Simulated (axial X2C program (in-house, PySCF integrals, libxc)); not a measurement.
## CaNi: cheaper levels and CCSD(T), two-component

All values were computed with an axial X2C code built on PySCF integrals. Two-component (2c) means X2C with spin–orbit coupling and atomic mean-field two-electron Coulomb and Gaunt terms. Basis: Ni dyall-cv3z [9s9p6d3f2g], Ca dyall-cv3z [11s12p6d4f] (cores contracted in-house); Gaussian nuclei, density fitting, unrestricted open shells. Masses: Ni 57.935 u, Ca 39.963 u.

State: Ω = 3 (⟨Sz⟩ = 1.00, ⟨Lz⟩ = 2.00 at HF); fragments Ni + Ca.

```json
{"level": "PBE0", "Re (Å)": "2.669", "ωe (cm⁻¹)": "198.1", "De (eV)": "n/a"}
{"level": "HF", "Re (Å)": "3.037", "ωe (cm⁻¹)": "134.7", "De (eV)": "-1.31"}
{"level": "CCSD", "Re (Å)": "2.758", "ωe (cm⁻¹)": "190.8", "De (eV)": "0.569"}
{"level": "B3LYP", "Re (Å)": "2.663", "ωe (cm⁻¹)": "199.4", "De (eV)": "n/a"}
```

Correlated methods: 12 electrons correlated (number of frozen shells: Ni 3 s, 2 p; Ca 3 s, 2 p), 302 virtual spin orbitals or spinors in MP2, 90 natural virtuals in coupled cluster.

CCSD(T), same Hamiltonian and basis:

Re = 2.715 Å, ωe = 202.5 cm⁻¹; T1 = 0.041 (Lee–Taylor normalisation).

Give the differences from CCSD(T) in the columns below.



| level | ΔRe (Å) | Δωe (cm⁻¹) |
| --- | --- | --- |
| PBE0 | -0.046 | -4.4 |
| HF | 0.322 | -67.8 |
| CCSD | 0.043 | -11.7 |
| B3LYP | -0.052 | -3.1 |

The state is one determinant whose occupation by symmetry is held fixed; it was picked as the lowest of a PBE0 search that is not exhaustive. De is counted from the lowest determinant-based energies of the atoms at the same level, without counterpoise correction. De is not given where an atomic determinant may have missed its ground term or J level, or where the truncated virtual space spoils (T). Density functionals use the spin component along the axis (collinear). CCSD and (T) use frozen natural virtuals with an MP2 correction for the truncation; (T) itself is uncorrected, so its De runs slightly low. PBE0 can misorder states that lie within some tenths of an eV, so this need not be the ground state of the molecule. The nearest other spin-free determinant of the search, M_S = 0, Λ = 2, lies 0.05 eV up at the distance of the search. Without a current term, density functionals place determinants with orbital angular momentum somewhat too high. With several unpaired electrons one determinant need not be a pure state. A state of lower Ω lies just above, and one determinant can place such states too high, so the state shown need not be the lowest. The search has Ω = 2 only 0.05 eV up. The outer-core s and p shells of the metal are frozen in the correlated rows, which leaves out core–valence correlation; for alkali and alkaline-earth bonds that tends to lengthen them. The determinant is spin-polarised beyond a pure state at some levels (its spin-free form has ⟨S²⟩ too high), which makes Re and μ there less reliable. The T1 diagnostic is large, a sign of multireference character.
